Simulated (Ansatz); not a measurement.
Geometry optimisation, RKS PBE0/STO-3G in Ansatz.

input.yaml

```yaml
crystal:
  periodic: [false, false, false]
  atoms:
    - { symbol: C, position_ang: [-0.9177, 0.988, 0.8474] }
    - { symbol: Si, position_ang: [0.8199, 0.5181, 0.7001] }
    - { symbol: B, position_ang: [0.9071, -1.1359, -0.31] }
    - { symbol: O, position_ang: [0.6261, -2.5554, -0.498] }
    - { symbol: Al, position_ang: [0.1894, -1.9127, -2.1048] }
    - { symbol: H, position_ang: [-1.5384, 0.2586, 1.3626] }
    - { symbol: H, position_ang: [-1.0096, 1.9854, 1.4073] }
    - { symbol: H, position_ang: [-1.3481, 1.1941, -0.1875] }
    - { symbol: H, position_ang: [1.3861, 0.3428, 2.0891] }
    - { symbol: H, position_ang: [1.5821, 1.5689, 0.0216] }
    - { symbol: H, position_ang: [-0.6314, -1.3089, -3.3072] }
basis:
  gaussian: { orbitals: STO-3G }
hamiltonian:
  xc: pbe0
relax:
  f_tol: 0.015
  max_steps: 40
```

Command:

```bash
$ ansatz run input.yaml --threads 1 --pin off --max-ram 2048MiB --backend cpu --events-out ev --progress --plain --runs-dir out
```

Q: Where does it end, and by what steps?

A: It converged. The force dipped under the threshold on the way, but the program's further checks kept it going. Limits of this set-up: minimal basis. After 25 steps the energy has fallen by 2.936 eV; H11 moved furthest, 1.58 Å.

| step | energy less start (eV) | largest force component (eV/Å) | accepted |
| --- | --- | --- | --- |
| 0 | 0.0000 | 5.805 | yes |
| 1 | -1.6983 | 1.814 | yes |
| 2 | -2.1233 | 1.206 | yes |
| 3 | -2.4105 | 0.753 | yes |
| 4 | -2.5980 | 0.644 | yes |
| 5 | -2.7176 | 0.695 | yes |
| 6 | -2.8105 | 0.391 | yes |
| 7 | -2.8703 | 0.397 | yes |
| 8 | -2.9132 | 0.235 | yes |
| 9 | -2.9278 | 0.198 | yes |
| 10 | -2.9338 | 0.078 | yes |
| 11 | -2.9349 | 0.043 | yes |
| 12 | -2.9353 | 0.036 | yes |
| 13 | -2.9305 | 0.555 | no |
| 14 | -2.9355 | 0.013 | yes |
| 15 | -2.9353 | 0.168 | no |
| 16 | -2.9356 | 0.029 | yes |
| 17 | -2.9356 | 0.093 | no |
| 18 | -2.9357 | 0.023 | yes |
| 19 | -2.9357 | 0.033 | yes |
| 20 | -2.9357 | 0.070 | yes |
| 21 | -2.9358 | 0.039 | yes |
| 22 | -2.9358 | 0.004 | yes |
| 23 | -2.9359 | 0.004 | yes |
| 24 | -2.9357 | 0.108 | no |
| 25 | -2.9359 | 0.014 | yes |

```xyz
11
Properties=species:S:1:pos:R:3
C -0.945 1.277 1.090
Si 0.687 0.449 0.671
B 0.492 -0.880 -0.753
O 0.932 -2.156 -0.889
Al 0.020 -1.713 -2.371
H -1.675 0.555 1.467
H -0.814 2.045 1.859
H -1.384 1.761 0.212
H 1.226 -0.102 1.896
H 1.603 1.490 0.255
H -0.076 -2.784 -3.417
```

Run time: 77 s on 1 thread of Arm Neoverse V2, on a shared host, peak memory 0.17 GiB.
